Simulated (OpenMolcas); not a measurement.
## Ne⁵⁺: effect of the basis set

```json
{
  "Program": "OpenMolcas",
  "Method": "CASSCF",
  "Active space": "3 electrons in 4 orbitals (2s 2p)",
  "State averaging": "2S+1 = 4 odd, 1 root; 2S+1 = 2 odd, 8 roots (3 in the spin-orbit step); 2S+1 = 4 even, 3 roots; 2S+1 = 2 even, 9 roots",
  "Spin-orbit coupling": "state interaction with AMFI integrals over the reference wave functions, term energies averaged over their components"
}
```

A. ANO-RCC-VDZP [3s2p1d], DKH2, point nucleus; cost about 15 core-seconds
B. ANO-RCC-VTZP [4s3p2d1f], DKH2, point nucleus; cost of the order of 11 core-seconds
C. ANO-R2 [4s4p2d1f], X2C, finite nucleus; cost roughly 21 core-seconds
D. ANO-R3 [4s4p2d1f], X2C, finite nucleus; cost about 8 core-seconds
E. ANO-RCC-VQZP [5s4p3d2f1g], DKH2, point nucleus; cost of the order of 8 core-seconds

Energies in eV above 2s2 2p 2P* 1/2, the measured ground level; measured values from NIST levels in Podobedova, Fuhr, Reader and Wiese, J. Phys. Chem. Ref. Data 33, 525 (2004).

```
         Level        A        B        C        D        E  Measured
2s2 2p 2P* 1/2   0.0000   0.0000   0.0000   0.0000   0.0000    0.0000
2s2 2p 2P* 3/2   0.1485   0.1538   0.1497   0.1497   0.1503    0.1624
 2s 2p2 4P 1/2  11.7684  11.7382  11.6242  11.6242  11.6589          
 2s 2p2 4P 3/2  11.8212  11.7935  11.6775  11.6775  11.7124          
 2s 2p2 4P 5/2  11.9078  11.8840  11.7648  11.7648  11.8000          
 2s 2p2 2D 3/2  22.9504  22.9379  22.9176  22.9176  22.9497   22.1958
 2s 2p2 2D 5/2  22.9513  22.9389  22.9185  22.9185  22.9506   22.1922
 2s 2p2 2S 1/2  29.1372  29.1927  29.2080  29.2080  29.2407   28.6221
 2s 2p2 2P 1/2  32.4818  32.3419  32.3800  32.3800  32.4020   30.9083
 2s 2p2 2P 3/2  32.5831  32.4477  32.4834  32.4834  32.5059   31.0099
```

Deviations, from unrounded energies. A percentage is the sum of absolute deviations over the sum of measured energies, with the sign that they share, or ± where signs differ.

```csv
Against measurement,Levels,A,B,C,D,E
mean absolute deviation (cm-1),6,7000,6600,6700,6700,6900
fine structure of the ground term (%),1,-8.6,-5.3,-7.8,-7.8,-7.4
other configurations (%),5,+3.8,+3.7,+3.7,+3.7,+3.8
```

A, B, C, D, E lie about equally close to measurement. The largest miss of B in the table is 2s 2p2 2P 3/2, by +12000 cm-1. The ranking rests on the paired levels alone, and a cruder setting can come out closer through cancelling errors.

Among A to E the level of the table that moves most is 2s 2p2 4P 1/2, by 1200 cm-1 (lowest in C, highest in A).

The basis is small and was not contracted for so high a charge (holds for A). Computed and measured levels are paired by configuration, term and J; levels that our copy of the source lacks, or whose pairing is in doubt (as where it misses far off the trend of its configuration), stay unpaired and out of the deviations. Only configurations of the active space appear. The table leaves out levels that lie high or whose names do not pair safely across all columns.

* marks odd parity.
